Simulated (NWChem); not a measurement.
C5H10O; SMILES C1COCCC1

```xyz
16

C      1.0044     0.9156     0.3935
C     -0.3735     1.4454    -0.0230
C     -1.3101     0.2690    -0.3346
O     -0.9621    -0.8617     0.4200
C      0.2560    -1.4342     0.0071
C      1.3092    -0.3770    -0.3538
H      1.0096     0.7111     1.4769
H      1.7845     1.6714     0.2143
H     -0.7929     2.0708     0.7806
H     -0.2889     2.0911    -0.9134
H     -1.2862     0.0291    -1.4179
H     -2.3545     0.5102    -0.0869
H      0.0888    -2.1219    -0.8479
H      0.6001    -2.0471     0.8554
H      2.3158    -0.7552    -0.1164
H      1.3035    -0.1785    -1.4396
```
Atoms are numbered in this order, from 1.

All runs: NWChem. Pople sets run with spherical d functions. The geometry was optimised at PBE0/def2-SVP. Total energies compare along this basis series because the functional is fixed.

| level | basis functions | energy (Ha) | highest occupied level (eV) | orbital gap (eV) | dipole (D) |
|---|---|---|---|---|---|
| B3LYP/STO-3G | 40 | -268.3794 | -3.51 | 11.73 | 1.19 |
| B3LYP/3-21G | 74 | -270.2778 | -6.26 | 8.94 | 1.49 |
| B3LYP/6-31G* | 104 | -271.7559 | -6.53 | 8.72 | 1.36 |
| B3LYP/6-31+G* | 128 | -271.7661 | -6.83 | 6.99 | 1.55 |
| B3LYP/def2-SVP | 134 | -271.5625 | -6.71 | 8.02 | 1.36 |
| B3LYP/def2-SVPD | 203 | -271.5829 | -6.91 | 7.30 | 1.48 |
| B3LYP/def2-TZVP | 246 | -271.8673 | -6.85 | 7.62 | 1.40 |
| B3LYP/6-311++G** | 202 | -271.8393 | -6.88 | 6.60 | 1.54 |
